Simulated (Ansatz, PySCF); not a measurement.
Reaction 3 R1 + R2 → P1 + P2, each structure at its B3LYP-D3(BJ)/def2-TZVP stationary point, reached from a drawn start (curvature not checked).
R1: H2 (SMILES [H][H]), charge 0, multiplicity 1.
P1, H2O (SMILES O) (charge 0, multiplicity 1):
```json
[
 {"atom": "O", "x (Å)": "0.0000", "y (Å)": "0.0000", "z (Å)": "0.3896"},
 {"atom": "H", "x (Å)": "0.0000", "y (Å)": "0.7650", "z (Å)": "-0.1949"},
 {"atom": "H", "x (Å)": "0.0000", "y (Å)": "-0.7650", "z (Å)": "-0.1949"}
]
```
R2: OSi (SMILES [O+]#[Si-]), charge 0, multiplicity 1.
P2, SiH4 (SMILES [SiH4]) (charge 0, multiplicity 1):
```xyz
5

Si     0.000     0.000     0.000
H      0.855     0.855     0.855
H     -0.855    -0.855     0.855
H     -0.855     0.855    -0.855
H      0.855    -0.855    -0.855
```

P less R. No zero-point or thermal terms.

Frozen-core correlation throughout.

Programs: Ansatz (a quantum-chemistry and plane-wave program) with Gaussian orbitals; PySCF for the D3/D4 terms. No computed number here is a measurement.

| level | reaction energy (kcal/mol) |
|---|---|
| revPBE-D3(BJ)/def2-TZVPP | -33.85 |
| r2SCAN/def2-TZVPP | -40.89 |
| PBE0-D3(BJ)/def2-TZVPP | -46.79 |
| PBE0-D4/def2-TZVPP | -46.53 |
| BHLYP-D3(BJ)/def2-TZVPP | -46.94 |
| CAM-B3LYP/def2-TZVPP | -41.08 |
| wB97X-V/def2-TZVPP | -43.91 |
| MP2/cc-pV(D+d)Z | -35.13 |
| CCSD(T)/cc-pV(Q+d)Z | ? |

### Question
Complete the blanks.

### Answer

- CCSD(T)/cc-pV(Q+d)Z, reaction energy (kcal/mol): -37.39
